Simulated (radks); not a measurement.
Results of a calculation; reference values are marked as such.
Cu3.2+, configuration [Ne] 3s(up 1, down 0.8) 3p6 3d8 (fractional occupations, a model configuration).

Code: a radial shooting solver on a logarithmic mesh with Libxc functionals. Model: non-relativistic Kohn-Sham, r2SCAN, spin-polarised, spherical densities, point nucleus; open shells are filled with parallel spins first; meta-GGA in the generalised Kohn-Sham scheme.

Energy parts (hartree):
total: -1636.84906
kinetic: 1635.75103
electron-nucleus: -3870.65844
Hartree: 663.73874
exchange-correlation: -65.68039

Orbitals (lengths in bohr, moments of r in powers of bohr):
| orbital | occ. | eigenvalue (hartree) | <1/r> | <r> | <r^2> | <r^4> |
|---|---|---|---|---|---|---|
| 1s up | 1 | -324.3491 | 28.51 | 0.05292 | 0.003753 | 0.00003595 |
| 1s down | 1 | -324.3444 | 28.51 | 0.05292 | 0.003753 | 0.00003594 |
| 2s up | 1 | -40.55879 | 6.206 | 0.2384 | 0.06701 | 0.007798 |
| 2s down | 1 | -40.48992 | 6.212 | 0.2382 | 0.06687 | 0.007759 |
| 2p up | 3 | -35.72507 | 6.153 | 0.2079 | 0.05295 | 0.005660 |
| 2p down | 3 | -35.67231 | 6.159 | 0.2076 | 0.05281 | 0.005624 |
| 3s up | 1 | -6.15014 | 1.986 | 0.7118 | 0.5836 | 0.5462 |
| 3s down | 0.8 | -6.01471 | 1.976 | 0.7146 | 0.5883 | 0.5564 |
| 3p up | 3 | -4.61578 | 1.862 | 0.7362 | 0.6363 | 0.6950 |
| 3p down | 3 | -4.48179 | 1.850 | 0.7405 | 0.6441 | 0.7154 |
| 3d up | 5 | -2.03761 | 1.559 | 0.8295 | 0.8654 | 1.688 |
| 3d down | 3 | -1.91056 | 1.536 | 0.8477 | 0.9097 | 1.904 |

The highest occupied level is 3d down at -51.989 eV. Summed over all electrons, <r^2> = 12.41 bohr^2, which gives a Langevin (diamagnetic) susceptibility term of -9.83 x 10^-6 cm^3/mol. The density falls to 0.001 e/bohr^3 at r = 2.57 bohr. Spin moment in Bohr magnetons: 2.2. The electron density at the nucleus is 1.661e+04 e/bohr^3. Virial ratio -V/T = 2.00067. The spin density at the nucleus is 21.00 e/bohr^3 (1s 0.27, 2s -1.34, 3s 22.07), a Fermi contact field of 1.1e+03 T.
